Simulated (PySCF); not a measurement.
**Working out the ionisation energy of Pd**

Pd [Kr] 4d10 (1S) → Pd+ [Kr] 4d9 (2D). Calculation: PySCF 2.14, in aug-cc-pVTZ-DK (9s8p6d3f2g, 102 functions); scalar relativity by spin-free X2C-1e. Frozen: [Kr]. Energies in hartree (1 hartree = 27.21139 eV):

| part | Pd (lower) | Pd+ (upper) |
| --- | --- | --- |
| UHF | -5042.585898 | -5042.355988 |
| CCSD correlation | -0.342397 | -0.274207 |
| (T) | -0.018311 | -0.010150 |

**Question.** What does Hartree-Fock give?

**Answer.** (-5042.355988) − (-5042.585898) = 0.229910 hartree = 6.256 eV.

**Question.** What do CCSD and CCSD(T) give?

**Answer.** The CCSD correlation energies differ by 0.068190 hartree = 1.856 eV and the triples by 0.008161 hartree = 0.222 eV, so CCSD gives 8.112 eV and CCSD(T) 8.334 eV.

Measured between the centres of the two terms (NIST): 8.512 eV, so CCSD(T) (valence) is off by -0.178 eV.

What remains against the reference includes basis incompleteness, the frozen core and higher excitations.
